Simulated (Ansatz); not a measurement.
CH7NOSSi can be A, `NC(O)S[SiH3]`, or B, `OCN[SiH2]S`.

Program: Ansatz. Geometries: PBE0-D4/def2-TZVP. ΔE: electronic, gas phase. CCSD(T)/CBS adds triple-zeta CCSD(T) − MP2 to the extrapolated MP2 energy (def2 sets, frozen cores). DFT in def2-TZVPP. B3LYP here is the variant with VWN-RPA as its local correlation; programs differ in this. Each species was taken in one conformer, which may not be the lowest.

(1) Which isomer does CCSD(T)/CBS put lower? Give the gap. (An estimate is asked.)

(2) Give E(B) − E(A) in kcal/mol with ωB97M-V, B2PLYP, B3LYP, CCSD/def2-TZVPP, PBE0-D4, r2SCAN-D4, MP2/def2-TZVPP. (Best estimate.)

Largest T1 diagnostic: 0.012.

## Answers

(1) The calculation gave: B, by 23.7 kcal/mol.

(2) Ansatz gave: ωB97M-V -23.5, B2PLYP -23.8, B3LYP -23.5, CCSD/def2-TZVPP -24.3, PBE0-D4 -22.5, r2SCAN-D4 -22.5, MP2/def2-TZVPP -23.9. None reverses the order clearly.

From PBE to PBE0 (25 % exact exchange), in def2-TZVPP and without D4, E(B) − E(A) moves by −1.2 kcal/mol. In def2-TZVPP, CCSD(T) changes the Hartree–Fock value by +1.7 kcal/mol (the triples alone add +0.7 kcal/mol) and MP2 by +1.4 kcal/mol.
